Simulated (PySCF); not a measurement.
C7H10N (doublet state).
Atom-mapped SMILES: `[CH3:1][CH2:2][C:3]1[CH:4]=[CH:5][N:6]=[CH:7][CH2:8]1` (hydrogens: H9, H10, H11 on C1; H12, H13 on C2; H14 on C4; H15 on C5; H16 on C7; H17, H18 on C8)

Geometry (GFN2-xTB, Å), atoms numbered from 1 in this order:
```xyz
18
C7H10N angstrom
C      2.081    0.291   -1.125
C      1.444   -0.695   -0.139
C      0.011   -0.354    0.118
C     -1.014   -0.921   -0.575
C     -2.345   -0.551   -0.323
N     -2.682    0.361    0.602
C     -1.757    0.936    1.288
C     -0.286    0.688    1.152
H      3.115    0.014   -1.318
H      2.065    1.302   -0.724
H      1.538    0.286   -2.067
H      1.513   -1.702   -0.556
H      2.006   -0.671    0.799
H     -0.812   -1.671   -1.327
H     -3.165   -0.993   -0.868
H     -2.076    1.663    2.025
H      0.224    1.631    0.898
H      0.133    0.392    2.127
```

Structure optimised with GFN2-xTB, isolated species. This method treats the open shell by occupation alone, without spin polarisation.

Masses are those of the commonest isotopes; rigid-rotor values at the optimised geometry. The values belong to one conformer with, in the numbering `[CH3:1][CH2:2][C:3]1[CH:4]=[CH:5][N:6]=[CH:7][CH2:8]1`, C1–C2–C3–C4 94°.

(1) Give the principal moments of inertia and the rotational constants in MHz.

(2) What kind of rotor is it?

(3) What does the inertial defect say?

(4) List the rotational levels J(Ka,Kc) to J = 2 (cm⁻¹).

Answers

(1) Ia = 112.36, Ib = 347.46, Ic = 416.97 u·Å²; 505379 MHz·u·Å²/I gives A = 4498, B = 1455, C = 1212 MHz.

(2) An asymmetric top. Ray's parameter κ = (2B − A − C)/(A − C) = -0.852; −1 is the prolate and +1 the oblate limit.

(3) Not planar: Δ = Ic − Ia − Ib = -42.85 u·Å². For a rigid frame Δ = −2 Σ m c², so Σ m c² = 21.43 u·Å² lies off the ab plane: 8.20 from hydrogen and 13.23 from heavier atoms. The atom farthest from that plane is 1.40 Å away.

(4) Above 0(0,0):
J = 1: 1(0,1) 0.0889, 1(1,1) 0.1905, 1(1,0) 0.1985
J = 2: 2(0,2) 0.2664, 2(1,2) 0.3603, 2(1,1) 0.3845, 2(2,1) 0.6891, 2(2,0) 0.6895

For this open shell read J as N, the rotation without spin; fine and hyperfine splittings come on top. Whether it is a minimum is left open (no frequencies). These are rigid-rotor constants of the computed structure; measured ground-state constants (B0) also hold zero-point vibration.
